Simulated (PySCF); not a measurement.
```xyz
3
charge 1 multiplicity 1, angstrom
Ga    0.0000    0.0000    0.0000
I     0.0000    0.0000    2.3679
I     0.0000    0.0000   -2.3679
```

Computed with PBE0 in PySCF with Ga def2-TZVP, I def2-TZVP with ECP28; scalar-relativistic core potentials, no spin–orbit coupling; density-fitted integrals.

This geometry of GaI₂⁺ is a stationary point at this level.

**Question.** What is the point group?

**Answer.** D∞h.

**Question.** Is it a minimum?

**Answer.** Yes: all harmonic wavenumbers are real.

**Question.** List the harmonic modes with their infrared intensities.

**Answer.** 
```csv
symmetry,ω (cm⁻¹),"IR (km/mol, summed over degenerate members)"
πu,73,5.5
σg+,178,0.0
σu+,392,51.0
```

In D∞h the vibrations span πu + σg+ + σu+. The σg+ mode carries no infrared intensity, as symmetry demands. With a centre of inversion only u modes can be infrared active and only g modes Raman active.

Other isomers or separated fragments may lie lower.
